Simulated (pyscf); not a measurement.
Optimised with ωB97X-D3(BJ)/def2-SVP in PySCF. MP2 and CC: frozen core, UHF for open shells. ΔMP2 is the change of the MP2 total energy from the triple- to the quadruple-zeta basis.

Question: Estimate by transition-state theory (the high-pressure limit) the rate constant of `[SiH3][O][GaH2]` → `[GaH]` [singlet] + `[OH][SiH3]` (singlet surface; Ga–O, Ga–H broken, H–O formed) at 900 K, with CCSD(T)/def2-TZVPP + ΔMP2(QZVPP) energies (ideal gas, 1 atm, RRHO with modes under 100 cm⁻¹ raised to 100, one conformer, R ln 2 for chiral ones without a mode under 150 cm⁻¹; no tunnelling).

Answer: The electronic barrier is 61.6 kcal/mol and the thermal terms add -2.5, so ΔG‡ = 59.2 kcal/mol. With k_BT/h = 1.88e+13 s⁻¹ and RT = 1.788 kcal/mol, k = 8.0e-02 s⁻¹, a half-life of 8.7e+00 s through this channel alone. Wigner's tunnelling factor for 1579i cm⁻¹ would be 1.27. A shift of 1 kcal/mol in the barrier changes k by a factor 1.7. On the product side the descent ends in an adduct with a Ga–O contact, 11.5 kcal/mol under the separated species and 35.0 kcal/mol under the saddle at ωB97X-D3(BJ)/def2-TZVP. What is counted as broken (Ga–O) persists as a longer contact in the product adduct; parting that adduct is a step of its own. At ωB97X-D3(BJ)/def2-TZVP the barrier from the zero used here is 64.7 kcal/mol. One saddle was located; it need not be the lowest between these sides. The CCSD(T) − MP2 part came from Ansatz, without density fitting, on the same reference. The frozen core leaves the outer d or s,p core shells of the metals and heavy elements correlated in the MP2 and CC values, and def2-TZVPP describes them poorly, which can shift differences by a few kcal/mol. Elements up to Kr have no core potential and no relativistic terms here.
